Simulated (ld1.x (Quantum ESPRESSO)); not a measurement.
**lithium (Li): variants of one TM potential**

Base potential:

* Element: lithium (Li)
* Generator: ld1.x (Quantum ESPRESSO) 7.5
* Type: norm-conserving Troullier–Martins (Kleinman–Bylander form)
* Functional: PBE
* Relativity: scalar-relativistic
* Frozen core: [He]
* Valence charge: 1
* Reference configuration: 2s1 2p0
* Partial waves: 2s (bound): rc 3.15 bohr; 2p (bound, empty): rc 4.20 bohr; 3d channel at 0.3 Ry: rc 4.45 bohr
* Local potential: the d channel
* Core correction: Bessel-smoothed model core, default radius (core density twice the valence density)

All-electron outer shells of the reference configuration (PBE, scalar-relativistic, ld1.x):

```tsv
shell	level (eV)	outermost node (bohr)	outermost maximum (bohr)
1s	-51.85	–	0.36
2s	-2.87	0.83	3.12
2p	-1.09	–	3.81
```

Cutoffs, loose and tight: the cutoffs (Ry, on a coarse ladder) from which the occupation-weighted sum of valence levels, in a spherical-Bessel basis at the reference potential, stays within 10 and 1 mRy of its value at 400 Ry. They do not see the model core or the augmentation charge, which bear on the density cutoff. Test errors are all-electron minus pseudo excitation energies from the reference, over the configurations 2s0.5 2p0; 2s0 2p1. A dash means not determined; rows that change the core or the reference have their own tests.

The default core radius of the base comes out at 1.51 bohr.

| change | outcome | cutoff, loose | cutoff, tight | bound ghosts | largest test error (meV) |
| --- | --- | --- | --- | --- | --- |
| base | generated | 6 Ry | 6 Ry | none | -9.0 |
| functional PBEsol | generated | 6 Ry | 6 Ry | none | -10 |
| non-relativistic | generated | 6 Ry | 6 Ry | none | -9.0 |
| core correction Bessel-smoothed model core inside 3.64 bohr | generated | 6 Ry | 6 Ry | none | +4.5 |
| wave 3d channel at 0.3 Ry: rc 4.45 bohr becomes 3d channel at 0.3 Ry: rc 4.30 bohr | generated | 6 Ry | 6 Ry | none | -9.0 |
| wave 3d channel at 0.3 Ry: rc 4.45 bohr becomes 3d channel at 0.44 Ry: rc 4.45 bohr | generated | 6 Ry | 6 Ry | none | -9.0 |
| local potential the s channel | generated | 6 Ry | 6 Ry | none | -9.0 |

Task: What comes out with this change to the base: wave 2s (bound): rc 3.15 bohr becomes 2s (bound): rc 3.66 bohr?

Result: outcome: generated; cutoff, loose: 6 Ry; cutoff, tight: 6 Ry; bound ghosts: none; largest test error (meV): -14.

Task: What comes out with this change to the base: all radii but the core radius scaled by about 0.74 (s 2.34, p 3.12, d 3.30 bohr)?

Result: outcome: generated; cutoff, loose: 6 Ry; cutoff, tight: 6 Ry; bound ghosts: none; largest test error (meV): +1.7.

Task: What comes out with this change to the base: wave 2p (bound): rc 4.20 bohr becomes 2p (bound): rc 6.24 bohr?

Result: outcome: generated; cutoff, loose: 6 Ry; cutoff, tight: 6 Ry; bound ghosts: none; largest test error (meV): -26.
